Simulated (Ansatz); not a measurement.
Cartesian coordinates in Å:
```
C 1.099 0.894 -1.414
S 0.863 1.288 0.325
C -0.821 0.671 0.589
Si -0.830 -1.209 0.664
O 0.403 -1.692 1.638
H 2.103 1.232 -1.675
H 1.026 -0.176 -1.607
H 0.376 1.429 -2.031
H -1.121 1.068 1.563
H -1.498 1.097 -0.156
H -0.687 -1.756 -0.715
H -2.091 -1.724 1.251
H 1.177 -1.121 1.568
```

Total charge 0; spin multiplicity 1.

Task: List the ωB97M-V/def2-TZVPP orbital energies in eV (the Gaussian-basis code of Ansatz). (Best estimate.)

Result: Computed: Occupied: -2426.99, -1807.23, -525.93, -282.23, -281.98, -220.91, -164.05, -163.96, -163.81, -148.23, -102.36, -102.34, -102.33, -30.71, -25.36, -22.64, -19.70, -17.94, -15.81, -15.31, -14.81, -14.45, -13.32, -13.12, -12.63, -12.05, -11.09, -10.89, -8.73. Lowest empty: 1.93, 2.48, 2.66, 3.36, 3.47, 3.76, 4.10, 4.27.
